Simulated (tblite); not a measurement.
C5H6ClF2 (doublet state).
Cartesian coordinates in Å at the GFN2-xTB level; atoms count from 1:
```
atom  x, y, z in Å
C1     1.7812    1.0061    0.5969
C2     1.0354    0.4943   -0.3653
C3     0.3031   -0.7957   -0.2397
Cl4    0.9863   -1.9635   -1.4297
C5    -1.2101   -0.6509   -0.5456
C6    -1.8882    0.2124    0.4436
F7    -1.6556    1.5320    0.4050
F8    -1.9110   -0.1901    1.7231
H9     1.9000    0.5121    1.5474
H10    2.2973    1.9419    0.4735
H11    0.9236    0.9987   -1.3150
H12    0.4446   -1.2438    0.7466
H13   -1.6696   -1.6402   -0.5266
H14   -1.3376   -0.2136   -1.5365
```

The geometry is computed with GFN2-xTB (gas phase). This method treats the open shell by occupation alone, without spin polarisation.

Masses are those of the commonest isotopes; rigid-rotor values at the optimised geometry. The values belong to one conformer with, in the numbering `[CH2:1]=[CH:2][C@H:3]([Cl:4])[CH2:5][C:6]([F:7])[F:8]`, C1–C2–C3–Cl4 -116°, C2–C3–C5–C6 -65°, C3–C5–C6–F7 72°.

Problem. What are A, B and C (MHz)?

Solution. Ia = 210.20, Ib = 471.69, Ic = 583.03 u·Å²; 505379 MHz·u·Å²/I gives A = 2404, B = 1071, C = 866.8 MHz.

Problem. What kind of rotor is it?

Solution. An asymmetric top: κ = (2 × 1071 − 2404 − 866.8)/(2404 − 866.8) = -0.73.

Problem. Is it planar, by Δ = Ic − Ia − Ib?

Solution. Not planar: Δ = Ic − Ia − Ib = -98.86 u·Å². For a rigid frame Δ = −2 Σ m c², so Σ m c² = 49.43 u·Å² lies off the ab plane: 8.44 from hydrogen and 40.99 from heavier atoms. The atom farthest from that plane is 1.55 Å away.

Problem. Give the other two planar moments, Paa and Pbb, and the rms extents of the mass along the axes.

Solution. Paa = Σ m a² = (Ib + Ic − Ia)/2 = 422.26 and Pbb = Σ m b² = (Ia + Ic − Ib)/2 = 160.77 u·Å². With the mass M = 139.01 u, the rms extents √(P/M) along a, b and c are 1.74, 1.08, 0.60 Å.

Problem. Estimate the classical rotational partition function at 50 K, 100 K and 200 K.

Solution. Point group C1, symmetry number σ = 1; q = (√π/σ)·√((kT/h)³/(ABC)), k/h = 20836.6 MHz/K: 39900 at 50 K, 113000 at 100 K, 319000 at 200 K.

For this open shell read J as N, the rotation without spin; fine and hyperfine splittings come on top. Its GFN2-xTB frequencies are all real (lowest 38 cm⁻¹). Constants of a rigid frame at the computed geometry: no zero-point averaging, no centrifugal distortion.

On one thread, Arm Neoverse V1 (aarch64), no GPU, shared host, this took 0.43 s wall. That covers the optimisation of the geometry.
